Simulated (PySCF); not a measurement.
# How methods differ on the excitation energy of Zr

Zr [Kr] 4d2 5s2 (3F) → Zr [Kr] 4d2 5s1 5p1 (high-spin determinant), as a difference of total energies. All numbers are calculated (PySCF 2.14, scalar relativity through the core potential, in aug-cc-pVDZ-PP with ECP28MDF). Correlated levels: valence: 4s2 4p6 frozen. The calculations carry no spin-orbit coupling.

| method | excitation energy (eV) |
| --- | --- |
| UHF | 0.824 |
| MP2 (valence) | 1.569 |
| SCS-MP2 (valence) | 1.819 |
| CCSD (valence) | 1.714 |
| CCSD(T) (valence) | 1.754 |

Question: How much does correlation contribute at CCSD(T) (valence)?

Answer: 1.754 − (0.824) = 0.930 eV, measured against UHF.

The determinant of the upper state mixes LS terms, which raises its energy above the lowest term, most at the Hartree-Fock and MP2 levels.
